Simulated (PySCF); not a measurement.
# Assignment exercise: C5H11PSi

Molfile (atoms numbered from 1):
```
C5H11PSi
     RDKit          3D

 18 18  0  0  0  0  0  0  0  0999 V2000
    2.8781   -0.0595   -0.7546 C   0  0  0  0  0  0  0  0  0  0  0  0
    1.2441    0.8624   -0.4617 Si  0  0  0  0  0  4  0  0  0  0  0  0
    0.1328   -0.2176    1.1679 P   0  0  0  0  0  0  0  0  0  0  0  0
   -1.3992    0.8521    1.1479 C   0  0  0  0  0  0  0  0  0  0  0  0
   -2.2313    0.3609    0.0056 C   0  0  0  0  0  0  0  0  0  0  0  0
   -1.8981   -0.8090   -0.5083 C   0  0  0  0  0  0  0  0  0  0  0  0
   -0.7278   -1.5032    0.1141 C   0  0  0  0  0  0  0  0  0  0  0  0
    3.5332    0.5201   -1.3959 H   0  0  0  0  0  0  0  0  0  0  0  0
    3.3981   -0.2353    0.1823 H   0  0  0  0  0  0  0  0  0  0  0  0
    2.7208   -1.0237   -1.2289 H   0  0  0  0  0  0  0  0  0  0  0  0
    0.5286    1.0000   -1.7410 H   0  0  0  0  0  0  0  0  0  0  0  0
    1.5105    2.2160    0.0482 H   0  0  0  0  0  0  0  0  0  0  0  0
   -1.9446    0.7310    2.0912 H   0  0  0  0  0  0  0  0  0  0  0  0
   -1.1357    1.9084    1.0586 H   0  0  0  0  0  0  0  0  0  0  0  0
   -3.0702    0.9528   -0.3255 H   0  0  0  0  0  0  0  0  0  0  0  0
   -2.4318   -1.2928   -1.3117 H   0  0  0  0  0  0  0  0  0  0  0  0
   -1.0716   -2.3270    0.7510 H   0  0  0  0  0  0  0  0  0  0  0  0
   -0.0448   -1.9294   -0.6240 H   0  0  0  0  0  0  0  0  0  0  0  0
  1  2  1  0
  2  3  1  0
  3  4  1  0
  4  5  1  0
  5  6  2  0
  6  7  1  0
  7  3  1  0
  1  8  1  0
  1  9  1  0
  1 10  1  0
  2 11  1  0
  2 12  1  0
  4 13  1  0
  4 14  1  0
  5 15  1  0
  6 16  1  0
  7 17  1  0
  7 18  1  0
M  END
```

How the numbers were obtained: σ from GIAO-PBE0/pcSseg-1, coordinates at the GFN2-xTB level, in PySCF 2.14.0 with density-fitted response routines (non-relativistic, no solvent, equivalent nuclei averaged, a single conformation).

Referencing at the same level of theory: $^{13}$C (186.93 ppm), $^{1}$H (31.72 ppm) against TMS.

Problem. Assign these signals to the numbered atoms. $^{13}$C{$^{1}$H} NMR (computed): δ 139.3 (CH), 32.6 (CH2), -8.0 (CH3).

Solution. 
| δ (ppm) | atoms | environment | reason |
| --- | --- | --- | --- |
| 139.3 | C5/C6 | alkene CH | an sp2 carbon of a C=C bond |
| 32.6 | C4/C7 | allylic sp3 CH2 bonded to P | – |
| -8.0 | C1 | methyl carbon bonded to Si | an electropositive neighbour leaves it electron-rich and shielded |

Problem. Assign these signals to the numbered atoms. $^{1}$H NMR (500 MHz, computed): δ 6.15 (m, 2H), 4.09 (m, 2H), 2.69 (m, 4H), 0.18 (m, 3H).

Solution. 
```tsv
δ (ppm)	atoms	environment	reason
6.15	H15/H16	hydrogen on an alkene CH	a vinylic proton, deshielded by the sp2 carbon and the C=C anisotropy
4.09	H11/H12	hydrogen on a silicon bonded to C, P	–
2.69	H13/H14/H17/H18	hydrogen on an allylic sp3 CH2 bonded to P	allylic position
0.18	H8/H9/H10	hydrogen on a methyl carbon bonded to Si	an electropositive neighbour shields it, as in TMS itself
```

Splittings by $^{31}$P in the carbon and heteronuclear signals aren't shown, as no couplings were computed. Shifts are as computed. Against solution values, carbons near 30 ppm lie about +3 ppm off and those near 130 ppm about +5 ppm. Of 1211 compounds with measured shifts, 218 miss one by over three times the rms of a fit or turn the order of signals round; such compounds aren't used in these exercises. No couplings were computed; multiplicities are counted from neighbouring protons, with m where these are inequivalent, close in shift, in a saturated or five-membered ring or joined by F or P, and br s for small geminal =CH2 splittings.
